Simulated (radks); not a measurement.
The numbers below are computed, except where a source is named.
Nd VI, 55 electrons, occupied as [Kr] 4d10 4f2 5s2 5p5. Level of theory: scalar-relativistic Kohn-Sham, PBE, spin-polarised, spherical densities, finite nucleus; open shells are filled with parallel spins first (spin-orbit coupling, left out, can overturn this in heavy ions); Fermi nuclear charge, rms radius 4.9123 fm (a radial shooting solver on a logarithmic mesh with Libxc functionals).

Unscreened Slater integrals over Kohn-Sham orbitals (hartree). They are taken over the spin-up orbitals.

integral,value
"F0(4f,4f)",1.0428
"F2(4f,4f)",0.50288
"F4(4f,4f)",0.31691
"F6(4f,4f)",0.22838
"F0(4f,5p)",0.69377
"F2(4f,5p)",0.25326
"G2(4f,5p)",0.12737
"G4(4f,5p)",0.10123
"F0(4f,5s)",0.75578
"G3(4f,5s)",0.14503
"F0(4f,4d)",1.1485
"F2(4f,4d)",0.55634
"F4(4f,4d)",0.35638
"G1(4f,4d)",0.65762
"G3(4f,4d)",0.41352
"G5(4f,4d)",0.29257
"F0(5p,5p)",0.58483
"F2(5p,5p)",0.31895
"F0(5p,5s)",0.61531
"G1(5p,5s)",0.41806
"F0(5p,4d)",0.72246
"F2(5p,4d)",0.21819
"G1(5p,4d)",0.062742
"G3(5p,4d)",0.061748
"F0(5s,5s)",0.65312
"F0(5s,4d)",0.79273
"G2(5s,4d)",0.089126
"F0(4d,4d)",1.2921
"F2(4d,4d)",0.65869
"F4(4d,4d)",0.44120

Derived for the open shells (J is the average intra-shell exchange parameter used in DFT+U). 4f: F4/F2 = 0.630, F6/F2 = 0.454, J = (286 F2 + 195 F4 + 250 F6)/6435 = 0.04083 hartree. 5p: J = F2/5 = 0.06379 hartree.
